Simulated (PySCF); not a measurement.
Simulated absorption spectrum

(Cl)1Al(OSiH2)2O.
Bonds: Al1–Cl2, Al1–O3, Al1–O7, O3–Si4, Si4–O5, O5–Si6, Si6–O7. Hydrogens: H8, H9 on Si4; H10, H11 on Si6.

The calculation used TDDFT CAM-B3LYP/def2-SVPD, vertical, gas phase, core orbitals frozen in the response (PySCF). One conformer (not necessarily the lowest) at the PBE0-D3(BJ)/def2-SVP geometry, without solvent, vibrations or thermal averaging.

Broadening: Gaussians 0.4 eV wide at half height, area fixed by f = 4.319×10⁻⁹ ∫ε dν̃. The cross-section is σ = 3.8235×10⁻²¹ ε cm², given in Mb (10⁻¹⁸ cm²). The width is an assumption, not a result. The curve ends short of the highest state used, and states not computed would add to its high-energy end.

```csv
E (eV),σ (Mb)
6.30,0.00
6.38,0.00
6.45,0.00
6.52,0.01
6.60,0.02
6.67,0.04
6.74,0.07
6.82,0.11
6.89,0.17
6.97,0.29
7.04,0.54
7.11,1.02
7.19,2.05
7.26,3.60
7.33,6.05
7.41,10.37
7.48,15.50
7.56,22.04
7.63,26.72
7.70,28.83
7.78,27.48
7.85,24.45
7.92,22.36
8.00,24.20
```

(1) Locate the maxima and give the states behind the curve.

(2) Coming from long wavelengths, where does ε first pass 100 L mol⁻¹ cm⁻¹?

Results:

(1) 161 nm (7.71 eV), ε about 7600, made up of S5 (51%), S6 (11%) and S7 (32%) (ε in L mol⁻¹ cm⁻¹; maxima over ε = 5, shares over 10%). At its high-energy end, 8.00 eV, the curve is still rising (ε about 6300, from S7, S10, S11 and S12). The states used: S1 6.90 eV (f 0.0004); S2 6.98 eV (f 0.0000); S3 7.32 eV (f 0.0053); S4 7.48 eV (f 0.011); S5 7.66 eV (f 0.059); S6 7.70 eV (f 0.012); S7 7.80 eV (f 0.041); S8 8.13 eV (f 0.0013); S9 8.17 eV (f 0.0002); S10 8.18 eV (f 0.065); S11 8.28 eV (f 0.054); S12 8.33 eV (f 0.064); S13 8.46 eV (f 0.0020); S14 8.48 eV (f 0.0002); S15 8.60 eV (f 0.178).

(2) At about 177 nm (7.00 eV), 0.10 eV above S1.

All these states lie below the vertical ionisation energy of 10.86 eV (ΔSCF).
